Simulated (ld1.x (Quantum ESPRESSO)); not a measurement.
## Zr: variants of one ultrasoft potential

Base potential:

| Property | Result |
| --- | --- |
| Element | Zr |
| Generator | ld1.x (Quantum ESPRESSO) 7.5 |
| Type | ultrasoft |
| Functional | PBE |
| Relativity | fully relativistic |
| Frozen core | [Kr] |
| Valence charge | 4 |
| Reference configuration | 4d2 5s0 5p0 (charge +2) |
| Partial waves | 5s (bound, empty): rcut 2.50, rcutus 3.20 bohr; 5s channel at -0.25 Ry: rcut 2.50, rcutus 3.20 bohr; 5p (bound, empty): rcut 3.05, rcutus 4.10 bohr; 5p channel at 4.05 Ry: rcut 3.05, rcutus 4.10 bohr; 4d (bound): rcut 2.40, rcutus 3.25 bohr; 4d channel at -0.75 Ry: rcut 2.40, rcutus 3.25 bohr |
| Local potential | all-electron potential smoothed inside 2.40 bohr (lloc = -1) |
| Core correction | a·sin(br)/r model core, default radius (core density twice the valence density) |
| Augmentation charge | built from norm-conserving waves at rcut, not smoothed further |

Open shells are filled in proportion to 2j + 1 (rel_dist='average').

All-electron outer shells of the reference configuration (PBE, scalar-relativistic, ld1.x):

```csv
shell,level (eV),outermost node (bohr),outermost maximum (bohr)
4p,-46.92,0.56,1.17
4d,-17.30,0.58,1.57
5s,-16.04,1.45,2.85
5p,-11.67,1.66,3.44
```

Cutoffs, loose and tight: the cutoffs (Ry, on a coarse ladder) from which the occupation-weighted sum of valence levels, in a spherical-Bessel basis at the reference potential, stays within 10 and 1 mRy of its value at 400 Ry. They do not see the model core or the augmentation charge, which bear on the density cutoff. Test errors are all-electron minus pseudo excitation energies from the reference, over the configurations 4d2 5s2 5p0; 4d2 5s1 5p0; 4d1 5s0 5p0; 4d2 5s0 5p2; 4d2 5s0 5p1; 4d3 5s1 5p0; 4d2 5s1.5 5p0. A dash means not determined; rows that change the core or the reference have their own tests. The largest error is taken over the tests solved by every variant that gives reliable tests at all: 4d1 5s0 5p0; 4d2 5s1 5p0; 4d2 5s2 5p0.

For the base: The cutoffs count occupied waves only; the empty 5p level needs 15 Ry at the loose tolerance.

A true bound ghost makes a file unfit for plane-wave use even where its test errors are small: the radial tests pick states by their node count and pass the ghost by. Where a test does run into it, the solver fails or the error is huge.

Cutoffs are not given where the Bessel-basis levels miss the radial ones by over 6 mRy, ghosts where they miss by over 20 mRy; a channel whose overlap is not positive is not tested.

A file whose overlap is not positive is unfit for use, and its test errors describe a broken file.

| change | outcome | cutoff, loose | cutoff, tight | bound ghosts | largest test error (meV) |
| --- | --- | --- | --- | --- | --- |
| base | generated | 8 Ry | 10 Ry | p1/2, p3/2 | -181 |
| core [Ar] 3d10, valence charge 12; reference 4s2 4p6 4d3 5s1 5p0; waves now 4s (bound): rcut 1.90, rcutus 2.40 bohr; 5s (bound): rcut 1.90, rcutus 2.40 bohr; 4p (bound): rcut 1.85, rcutus 2.30 bohr; 5p (bound): rcut 1.85, rcutus 2.30 bohr; 4d (bound): rcut 1.65, rcutus 1.85 bohr; 4d channel at -0.75 Ry: rcut 1.65, rcutus 1.85 bohr; local potential all-electron potential smoothed inside 1.55 bohr (lloc = -1); core correction a·sin(br)/r model core inside 1.05 bohr | generated, overlap not positive | – | – | not determined (overlap not positive) | -1640 over the solved tests; test run stopped at test 4 of 7 (negative rho) |
| wave 4d channel at -0.75 Ry: rcut 2.40, rcutus 3.25 bohr becomes 4d channel at 3.6 Ry: rcut 2.40, rcutus 3.25 bohr | generated | – | – | not determined | -319 |
| all radii but the core radius scaled by about 1.17 (s 3.74, p 4.78, d 3.80 bohr, rcut 2.92/3.56/2.80); local potential all-electron potential smoothed inside 2.80 bohr (lloc = -1) | generated, overlap not positive | – | – | not determined (overlap not positive) | test run stopped at test 1 of 7 (negative rho) |
| waves 5p (bound): rcut 2.78, rcutus 2.94 bohr; 5p channel at 4.05 Ry: rcut 2.78, rcutus 2.94 bohr | generated | 8 Ry | 10 Ry | p1/2, p3/2 | -181 |
| type TM; waves now 5s (bound): rc 3.20 bohr; 5p (bound): rc 4.10 bohr; 4d (bound): rc 3.25 bohr; local potential the d channel | generated | 18 Ry | 21 Ry | s, p3/2, p1/2 | -115 |

(1) What comes out with this change to the base: reference 4d2 5s1 5p1?

(2) What comes out with this change to the base: waves 5s (bound): rcut 2.50, rcutus 2.72 bohr; 5s channel at -0.25 Ry: rcut 2.50, rcutus 2.72 bohr?

## Answers

(1) outcome: generated; bound ghosts: s; largest test error (meV): -16 over the solved tests; test run stopped at test 4 of 7 (negative rho).

(2) outcome: generated; cutoff, loose: 8 Ry; cutoff, tight: 10 Ry; bound ghosts: s, p1/2, p3/2; largest test error (meV): test run stopped at test 2 of 7 (negative rho), 1 before it not solved.
